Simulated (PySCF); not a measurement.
CH4ClGaO, SMILES [GaH]([O]C)[Cl].

Coordinates come from a PBE0-D3(BJ)/def2-SVP optimisation. The structure was generated by enumeration; whether it is a known compound was not checked. The values are those of a single conformer.

The numbers are results of PBE0-D3(BJ)/def2-SVP in PySCF, not measurements.

Frequencies are harmonic and unscaled.

```csv
mode,ν (cm⁻¹),IR (km/mol),Raman (Å⁴/amu),depolarisation,moving atoms (share of kinetic energy)
1,95,4.9,0.0,–,"O 48 %, H 28 %, C 18 %"
2,99,0.1,0.1,0.75,H 87 %
3,108,1.5,1.4,0.72,"Cl 29 %, Ga 28 %, C 24 %, H 14 %"
4,239,10.6,1.9,0.38,"O 37 %, C 29 %, H 18 %, Cl 12 %"
5,436,58.4,6.1,0.24,"Cl 64 %, Ga 33 %"
6,456,56.4,3.9,0.75,H 89 %
7,591,162.9,11.0,0.48,"H 83 %, Ga 9 %"
8,648,27.4,11.5,0.33,"O 53 %, H 20 %, Ga 16 %, C 11 %"
9,1157,166.3,4.6,0.70,"C 35 %, O 35 %, H 29 %"
10,1179,0.0,0.7,0.75,"H 77 %, C 19 %"
11,1213,82.7,2.3,0.12,"H 48 %, O 27 %, C 25 %"
12,1466,1.2,20.9,0.75,H 97 %
13,1475,18.7,11.6,0.64,"H 89 %, C 10 %"
14,1482,15.0,23.1,0.75,H 95 %
15,2042,92.1,145.1,0.17,H 99 %
16,2996,85.8,149.5,0.01,H 97 %
17,3081,47.4,108.1,0.43,"H 91 %, C 9 %"
18,3103,31.5,132.7,0.75,"H 90 %, C 10 %"
```
